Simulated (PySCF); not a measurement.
PySCF input (BP86/def2-TZVPD):

```python
from pyscf import gto, scf, dft

mol = gto.M(
    atom='''
    B     0.66708160   -0.59224179    0.53641715
    Cl    0.97092648    0.35578601   -1.11165880
    Cl   -1.16712696   -0.18159724    0.95388905
    ''',
    basis='def2-tzvpd',
    charge=-1,
    spin=0,
    verbose=4,
)

mf = dft.RKS(mol, xc='bp86').density_fit(auxbasis='def2-universal-jkfit')
mf.grids.level = 3
mf.conv_tol = 1e-9
mf.max_cycle = 100
mf.max_memory = 1500
mf.kernel()
if not mf.converged:
    mf = mf.newton()
    mf.kernel(mf.make_rdm1())
mf.analyze()
```

End of the output:

```
Extra cycle  E= -945.422367966336  delta_E= 5e-12  |g|= 1.05e-06  |ddm|= 5.09e-06
converged SCF energy = -945.422367966336
**** SCF Summaries ****
Total Energy =                        -945.422367966336424
Nuclear Repulsion Energy =              97.345163724489282
One-electron Energy =                -1506.080919720720431
Two-electron Energy =                  463.313388029894611
Two-electron Coulomb Energy =          524.079480758165460
DFT Exchange-Correlation Energy =      -60.766092728270863
HOMO-LUMO gap [eV] =                     2.146375679369167
**** MO energy ****
MO #1   energy= -100.520830693547  occ= 2
MO #2   energy= -100.520829439157  occ= 2
MO #3   energy= -8.98627806541176  occ= 2
MO #4   energy= -8.98627426562761  occ= 2
MO #5   energy= -6.80529308191069  occ= 2
MO #6   energy= -6.80528589716744  occ= 2
MO #7   energy= -6.80183278020117  occ= 2
MO #8   energy= -6.80182754983709  occ= 2
MO #9   energy= -6.79985490764068  occ= 2
MO #10  energy= -6.79985144260164  occ= 2
MO #11  energy= -6.40070960112936  occ= 2
MO #12  energy= -0.570641971606122 occ= 2
MO #13  energy= -0.542848037338779 occ= 2
MO #14  energy= -0.243076439320884 occ= 2
MO #15  energy= -0.160650833911355 occ= 2
MO #16  energy= -0.130024956017589 occ= 2
MO #17  energy= -0.127540169959201 occ= 2
MO #18  energy= -0.100377109950472 occ= 2
MO #19  energy= -0.0797774949667366 occ= 2
MO #20  energy= 0.0207439918301837 occ= 2
MO #21  energy= 0.0996218438363847 occ= 0
MO #22  energy= 0.12564027879345   occ= 0
MO #23  energy= 0.134796091876579  occ= 0
MO #24  energy= 0.149254732325804  occ= 0
MO #25  energy= 0.160092853944104  occ= 0
MO #26  energy= 0.171251513758214  occ= 0
MO #27  energy= 0.180080247398268  occ= 0
MO #28  energy= 0.18367188481623   occ= 0
MO #29  energy= 0.208499775799524  occ= 0
MO #30  energy= 0.213321300393746  occ= 0
MO #31  energy= 0.246015304149179  occ= 0
MO #32  energy= 0.259573946104394  occ= 0
MO #33  energy= 0.285816037075021  occ= 0
MO #34  energy= 0.287230158399984  occ= 0
MO #35  energy= 0.301456406245367  occ= 0
MO #36  energy= 0.320895879430195  occ= 0
MO #37  energy= 0.326227868004698  occ= 0
MO #38  energy= 0.331284835935483  occ= 0
MO #39  energy= 0.34724076261453   occ= 0
MO #40  energy= 0.354522983045598  occ= 0
MO #41  energy= 0.357174883975722  occ= 0
MO #42  energy= 0.3583015000241    occ= 0
MO #43  energy= 0.374205691441771  occ= 0
MO #44  energy= 0.387798354681919  occ= 0
MO #45  energy= 0.394864164928779  occ= 0
MO #46  energy= 0.397020871068841  occ= 0
MO #47  energy= 0.403026164244723  occ= 0
MO #48  energy= 0.409891688018308  occ= 0
MO #49  energy= 0.411975652928509  occ= 0
MO #50  energy= 0.516092815959098  occ= 0
MO #51  energy= 0.527130002752424  occ= 0
MO #52  energy= 0.626111246838595  occ= 0
MO #53  energy= 0.634581794626035  occ= 0
MO #54  energy= 0.642454530148466  occ= 0
MO #55  energy= 0.668756721671472  occ= 0
MO #56  energy= 0.674918459608864  occ= 0
MO #57  energy= 0.721139878368504  occ= 0
MO #58  energy= 0.731283487723554  occ= 0
MO #59  energy= 0.73241138070686   occ= 0
MO #60  energy= 0.737691874819717  occ= 0
MO #61  energy= 0.738623594728276  occ= 0
MO #62  energy= 0.747005645226809  occ= 0
MO #63  energy= 0.762921440062568  occ= 0
MO #64  energy= 0.775896853364174  occ= 0
MO #65  energy= 0.806295695028101  occ= 0
MO #66  energy= 0.835898586449622  occ= 0
MO #67  energy= 0.845450081079883  occ= 0
MO #68  energy= 0.880540255193525  occ= 0
MO #69  energy= 0.885966704728131  occ= 0
MO #70  energy= 0.887374878965603  occ= 0
MO #71  energy= 0.953385025513691  occ= 0
MO #72  energy= 0.975803812408458  occ= 0
MO #73  energy= 1.10415875134845   occ= 0
MO #74  energy= 1.13436708811291   occ= 0
MO #75  energy= 1.16539505781939   occ= 0
MO #76  energy= 1.20938470551969   occ= 0
MO #77  energy= 1.51092427395825   occ= 0
MO #78  energy= 1.53953370785154   occ= 0
MO #79  energy= 1.7368715723429    occ= 0
MO #80  energy= 1.76657565045884   occ= 0
MO #81  energy= 1.79702011596845   occ= 0
MO #82  energy= 1.83179389732441   occ= 0
MO #83  energy= 1.83221088495337   occ= 0
MO #84  energy= 1.924870386028     occ= 0
MO #85  energy= 1.9641004810309    occ= 0
MO #86  energy= 2.02229287050151   occ= 0
MO #87  energy= 2.02352728600552   occ= 0
MO #88  energy= 2.03527596835614   occ= 0
MO #89  energy= 2.03832521432703   occ= 0
MO #90  energy= 2.05039907296555   occ= 0
MO #91  energy= 2.0508902548984    occ= 0
MO #92  energy= 2.05666172080975   occ= 0
MO #93  energy= 2.08070943394269   occ= 0
MO #94  energy= 2.08182729723008   occ= 0
MO #95  energy= 2.10909474160552   occ= 0
MO #96  energy= 2.11755541174799   occ= 0
MO #97  energy= 2.12134495638758   occ= 0
MO #98  energy= 2.15204809736361   occ= 0
MO #99  energy= 2.19337897929641   occ= 0
MO #100 energy= 2.19677137798701   occ= 0
MO #101 energy= 2.20317518639068   occ= 0
MO #102 energy= 2.205703592729     occ= 0
MO #103 energy= 2.22054634551875   occ= 0
MO #104 energy= 2.28407674136473   occ= 0
MO #105 energy= 2.34817272468802   occ= 0
MO #106 energy= 2.41680401895813   occ= 0
MO #107 energy= 2.43649818292377   occ= 0
[...]
```
